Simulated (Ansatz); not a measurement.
Consider the formal exchange of groups at a Zn–C bond: `Cl[CH2][ZnH]` + `C=C` → `C=[CH][ZnH]` + `CCl`.

Program: Ansatz. Geometries: PBE0-D4/def2-TZVP. ΔE: electronic, gas phase. CCSD(T)/CBS adds triple-zeta CCSD(T) − MP2 to the extrapolated MP2 energy (def2 sets, frozen cores). This one scheme is used for every species. For Zn outer-core shells are correlated without core-valence functions, which leaves a few kJ/mol of doubt a bond. Scalar relativity is left out up to krypton.

```csv
level,ΔE (eV)
CCSD/def2-TZVPP,-0.08
MP2/CBS(def2),-0.06
```

Question: What does CCSD(T)/CBS give? (An estimate is asked.)

Answer: Computed: -0.04 eV. The listed levels differ from it by -0.04, -0.02 eV.

Largest T1 diagnostic among the species: 0.015.

Leaving LDA and LC-ωPBE aside and taking each functional with its dispersion term where it has one, the values, not all of them listed here, spread over 0.03 eV, from PBE-QIDH to ωB97M-V. At CCSD(T), def2-SVP lies −0.05 eV from the extrapolated value and def2-TZVPP −0.04 eV.
